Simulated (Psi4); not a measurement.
A dimer, N2 ··· F4Si (SMILES N#N and F[Si](F)(F)F); the first 2 atoms form monomer A.

```
7

N      0.5455     0.0000     0.0000
N     -0.5455     0.0000     0.0000
F      2.9244     0.9432    -0.6513
Si     2.7470    -0.3518    -1.5164
F      1.4786    -0.2038    -2.4255
F      4.0141    -0.5565    -2.4160
F      2.5724    -1.5904    -0.5721
```

Problem. What interaction energy does SAPT0/jun-cc-pVDZ, frozen core (Psi4) give, and which attractive term is the largest?

Solution. Total 4.42 kcal/mol: electrostatics -6.31, exchange 15.74, induction -2.02, dispersion -2.98. The most attractive term is electrostatics.
